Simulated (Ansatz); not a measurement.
`C[Si](C)(C)O[Si](C)(C)O[Si](C)(C)O[Si](C)(C)O[Si](C)(C)O[Si](C)(C)O[Si](C)(C)O[Si](C)(C)O[Si](C)(C)O[Si](C)(C)C`, 107 atoms. Hardware: 11 threads of AMD EPYC 7R13 on a shared host and a whole NVIDIA H100 80GB HBM3.

Single mean-field runs in 6-31G, def2-SVP, def2-TZVP are fitted with def2-universal-jkfit.

Question: How many basis functions does each of these Ansatz runs have, and roughly what does it cost? PBE0-D4/def2-TZVP, charge 0 singlet, energy, from earlier orbitals; PBE0-D4/def2-TZVP, charge 1 doublet at the geometry of the charge 0 singlet, energy; PBE-D4/def2-TZVP, charge 0 singlet, energy and forces, from earlier orbitals; B97M-V/def2-TZVP, charge 0 singlet, energy, from earlier orbitals; r2SCAN-D4/def2-TZVP, charge 0 singlet, energy and forces, from earlier orbitals; PBE-D4/def2-SVP, charge 0 singlet, energy, from earlier orbitals; r2SCAN-D4/def2-SVP, charge 0 singlet, relaxation, 54 steps; HF/STO-3G, charge 0 singlet, energy; PBE0-D4/def2-SVP, charge 0 singlet, energy, from earlier orbitals; PBE-D4/def2-TZVP, charge -1 doublet at the geometry of the charge 0 singlet, energy, from earlier orbitals; HF/6-31G, charge 0 singlet, energy; B3LYP-D4/6-31G, charge 0 singlet, energy.

Answer: Other jobs shared the machine, so times can vary by a factor of up to 3.

| run | functions | fitting or Cholesky vectors | wall time | peak host memory (GiB) |
| --- | --- | --- | --- | --- |
| HF/6-31G, charge 0 singlet, energy | 541 | 4811 | 3.7 s | 1.2 |
| HF/STO-3G, charge 0 singlet, energy | 311 | 4191 | 4.4 s | 1.1 |
| B3LYP-D4/6-31G, charge 0 singlet, energy | 541 | 4811 | 6 s | 1.3 |
| PBE0-D4/def2-SVP, charge 0 singlet, energy, from earlier orbitals | 944 | 4811 | 7.5 s | 1.3 |
| PBE-D4/def2-SVP, charge 0 singlet, energy, from earlier orbitals | 944 | 4811 | 8 s | 1.3 |
| PBE0-D4/def2-TZVP, charge 0 singlet, energy, from earlier orbitals | 1727 | 4811 | 14 s | 1.7 |
| r2SCAN-D4/def2-TZVP, charge 0 singlet, energy and forces, from earlier orbitals | 1727 | 4811 | 14 s | 1.9 |
| B97M-V/def2-TZVP, charge 0 singlet, energy, from earlier orbitals | 1727 | 4811 | 16 s | 2.3 |
| PBE-D4/def2-TZVP, charge 0 singlet, energy and forces, from earlier orbitals | 1727 | 4811 | 18 s | 1.8 |
| PBE-D4/def2-TZVP, charge -1 doublet at the geometry of the charge 0 singlet, energy, from earlier orbitals | 1727 | 4811 | 18 s | 2.3 |
| PBE0-D4/def2-TZVP, charge 1 doublet at the geometry of the charge 0 singlet, energy | 1727 | 4811 | 42 s | 3.4 |
| r2SCAN-D4/def2-SVP, charge 0 singlet, relaxation, 54 steps | 944 | 4811 | 4.5 min | 1.5 |
